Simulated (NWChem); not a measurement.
C₂H₅NOSi; SMILES O(C#N)[SiH2]C

```xyz
10

C     -1.1915    -1.6323     0.1176
Si     0.5587    -1.0137    -0.0939
O      0.6854     0.6025     0.5052
C     -0.0027     1.5811     0.0201
N     -0.6134     2.4853    -0.3934
H     -1.9019    -1.0045    -0.4317
H     -1.4865    -1.6412     1.1723
H     -1.2790    -2.6554    -0.2686
H      1.5450    -1.7308     0.7412
H      0.9800    -0.9879    -1.5151
```
Atoms are numbered in this order, from 1.

All runs: NWChem. Pople sets run with spherical d functions. Geometry: optimised at B3LYP/6-31G* (spherical d). B3LYP is NWChem's, with the RPA form of VWN correlation. Level: B3LYP/6-31G* with SMD (1 M gas to 1 M solution), gas-phase geometry. Reactions with the solvent are ignored.

For solvent toluene:

```
Property                                     Result
-------------------------------------------  ------
solvation free energy (kcal/mol)               -2.4
cavity-dispersion-structure term (kcal/mol)     1.5
dipole in solution (D)                         5.42
```

Task: Estimate the same quantities for solvent water.

Result: The solvation free energy (kcal/mol) is -1.1 and the cavity-dispersion-structure term (kcal/mol) comes out as 6.2. The dipole in solution (D) comes out as 5.91.
